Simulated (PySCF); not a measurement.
Ranking problems on computed properties.

Each SMILES stands for a single optimised conformer of the isolated species, non-relativistic unless stated. Electronic properties by PySCF.

Dipoles, sizes and rotational constants follow the conformer. The torsions of the flexible species, by atom-mapped SMILES:
- `[CH:1]#[C:2][C:3](=[O:4])[C@@H:5]([CH3:6])[CH2:7][F:8]`: C2–C3–C5–C6 63°, C3–C5–C7–F8 171°
- `[CH2:1]=[CH:2][CH2:3][O:4][Si@@H:5]([SiH3:6])[C:7]#[N:8]`: C1–C2–C3–O4 -132°, C2–C3–O4–Si5 176°, C3–O4–Si5–Si6 -174°
- `[CH2:1]=[CH:2][CH2:3][Si@H:4]([C:5]#[N:6])[O:7][SiH3:8]`: C1–C2–C3–Si4 108°, C2–C3–Si4–C5 173°, C3–Si4–O7–Si8 59°
- `[CH3:1][O:2][c:3]1[cH:4][pH:5][c:6]([CH3:7])[cH:8]1`: C1–O2–C3–C4 1°
- `[CH2:1]=[CH:2]/[CH:3]=[CH:4]\[CH2:5][CH:6]([F:7])[F:8]`: C1–C2–C3–C4 -179°, C3–C4–C5–C6 -113°, C4–C5–C6–F7 -65°
- `[CH3:1][CH2:2][c:3]1[o:4][c:5]([CH3:6])[cH:7][p:8]1`: C1–C2–C3–O4 81°

The conformers of `C=CC1=CC[P@H](=O)C1` and `N#C[Si@H]1CC[SiH2]OC1` aren't listed.

Question: Rank by static isotropic polarisability, highest first (B3LYP/def2-SVPD at GFN2-xTB geometries).
A. `C=CCO[Si@@H]([SiH3])C#N`
B. `C=CC[Si@H](C#N)O[SiH3]`
C. `C=CC1=CC[P@H](=O)C1`
D. `COC1=CPC(C)=C1`
E. `C=C/C=C\CC(F)F`
F. `C(C([C@@H](C)CF)=O)#C`

Answer: A (110.7 au), B (104.6 au), D (100.4 au), C (98.2 au), E (81.7 au), F (73.8 au).

Question: Rank by lowest triplet excitation (Tamm–Dancoff), lowest first (TDA B3LYP/def2-SVPD at GFN2-xTB geometries).
A. `C=CC[Si@H](C#N)O[SiH3]`
B. `N#C[Si@H]1CC[SiH2]OC1`
C. `C=CCO[Si@@H]([SiH3])C#N`
D. `COc1c[pH]c(C)c1`
E. `C#CC(=O)[C@@H](C)CF`

Answer: D (3.12 eV), E (3.35 eV), A (4.35 eV), C (4.53 eV), B (5.58 eV).

Question: Rank by dipole moment, lowest first (B3LYP/def2-SVPD at GFN2-xTB geometries).
A. `C#CC(=O)[C@@H](C)CF`
B. `C=CCO[Si@@H]([SiH3])C#N`
C. `[pH]1cc(OC)cc1C`
D. `C=C/C=C\CC(F)F`
E. `p1cc(oc1CC)C`

Answer: C (0.84 D), E (1.59 D), D (2.33 D), A (2.96 D), B (3.49 D).

Question: Rank by HOMO–LUMO gap, lowest first (B3LYP/def2-SVPD at GFN2-xTB geometries).
A. `C=CCO[Si@H](C#N)[SiH3]`
B. `C#CC(=O)[C@@H](C)CF`
C. `COc1c[pH]c(C)c1`
D. `CCc1oc(C)cp1`
E. `C1(=CC[P@H](=O)C1)C=C`
F. `N#C[Si@H]1CC[SiH2]OC1`

Answer: C (5.04 eV), D (5.25 eV), E (5.40 eV), B (5.53 eV), A (6.37 eV), F (6.79 eV).

Question: Rank by HOMO energy, lowest first (B3LYP/def2-SVPD at GFN2-xTB geometries).
A. `C#CC(=O)[C@@H](C)CF`
B. `COc1c[pH]c(C)c1`
C. `C=CC1=CC[P@H](=O)C1`
D. `N#C[Si@H]1CC[SiH2]OC1`
E. `C=CC[Si@H](C#N)O[SiH3]`

Answer: A (-7.85 eV), D (-7.58 eV), E (-7.42 eV), C (-6.84 eV), B (-5.98 eV).

Q: By how much do the two ends of that ranking differ?

A: By 1.87 eV, between `COc1c[pH]c(C)c1` and `C#CC(=O)[C@@H](C)CF`.

Question: Rank by lowest singlet excitation, lowest first (TDDFT B3LYP/def2-SVPD at GFN2-xTB geometries).
A. `C=CCO[Si@@H]([SiH3])C#N`
B. `N#C[Si@H]1CC[SiH2]OC1`
C. `C=CC1=CC[P@H](=O)C1`
D. `COC1=CPC(C)=C1`
E. `C#CC(=O)[C@@H](C)CF`
F. `C=CC[Si@H](C#N)O[SiH3]`

Answer: E (3.88 eV), D (4.46 eV), C (5.32 eV), F (5.61 eV), A (5.74 eV), B (5.95 eV).

Q: By how much do the two ends of that ranking differ?

A: By 2.07 eV, between `N#C[Si@H]1CC[SiH2]OC1` and `C#CC(=O)[C@@H](C)CF`.
